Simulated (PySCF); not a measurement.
C6H10PSi (charge -1).
Geometry (GFN2-xTB, Å), atoms numbered from 1 in this order:
```
atom  x, y, z in Å
C1    -1.8231   -1.0294    0.6122
C2    -1.1145   -0.7379   -0.7122
C3    -0.2888    0.5138   -0.6381
C4    -0.7136    1.7252   -1.1301
P5     0.4379    3.0202   -0.8840
C6     1.4951    1.8923   -0.1012
C7     0.9925    0.5925   -0.0378
Si8    1.9038   -0.7932    0.7676
H9    -1.0885   -1.1656    1.4023
H10   -2.4342   -1.9321    0.5438
H11   -2.4656   -0.1930    0.8832
H12   -0.4773   -1.5914   -0.9674
H13   -1.8669   -0.6313   -1.5019
H14   -1.6607    1.8815   -1.6315
H15    2.4614    2.1827    0.2896
H16    3.3367   -0.4919    0.9474
H17    1.8663   -2.0713    0.0195
H18    1.4305   -1.1648    2.1270
```

NICS is the negative of the GIAO shielding at a point without a nucleus: at the ring centre (0) and 1 Å above and below it (1); zz is the component along the ring normal. Level: GIAO PBE0/pcSseg-1 (PySCF, non-relativistic, gas phase) on the GFN2-xTB geometry, one conformer.

Ring bond lengths (Å), with Mayer bond orders in brackets: C3–C4 1.375 (1.54), C4–P5 1.750 (1.23), P5–C6 1.733 (1.34), C6–C7 1.395 (1.40), C7–C3 1.417 (1.27).

Problem. What do the NICS probes read (ppm)?

Solution. 
```csv
ring,type,NICS(0),"NICS(1), two faces","NICS(1)zz, two faces",rms pucker (Å),"centre to ring atoms, mean (Å)"
C3–C4–P5–C6–C7,5-membered ring with P; formal bonds all aromatic,-11.6,-11.2 / -11.3,-28.6 / -29.7,0.00,1.30
```

Problem. What do they say, and how far can they be read as aromaticity?

Solution. 
- C3–C4–P5–C6–C7: mean NICS(1)zz -29.1 ppm, shielded.

Problem. What does the geometric index give? HOMA = 1 − mean of α(R − Ropt)² over the ring bonds, with Krygowski's 1993 parameters (CC: Ropt 1.388 Å, α 257.7 Å⁻²; CP: Ropt 1.698 Å, α 118.91 Å⁻²).

Solution. 
- C3–C4–P5–C6–C7: HOMA 0.85; the largest term is that of C4–P5, α(R − Ropt)² = 0.33.

Problem. At the second NICS(1) probe listed for ring C3–C4–P5–C6–C7, 1 Å off the ring, what do the in-plane components average?

Solution. The isotropic value is a third of the trace: (3 × -11.3 − (-29.7))/2 = -2.1 ppm.

Problem. Give the inner angles of the rings and the Hirshfeld charges of the ring atoms.

Solution. 
- C3–C4–P5–C6–C7: C3 112.5° (-0.056 e), C4 113.5° (-0.193 e), P5 89.0° (-0.205 e), C6 114.0° (-0.186 e), C7 111.0° (-0.171 e); sum 540.0° against 540° for a flat convex ring.

Hardware: x86-64 server, one thread, no GPU (shared host). Cost: 29 s of wall time. This is the whole shielding run at PBE0/pcSseg-1, SCF included.
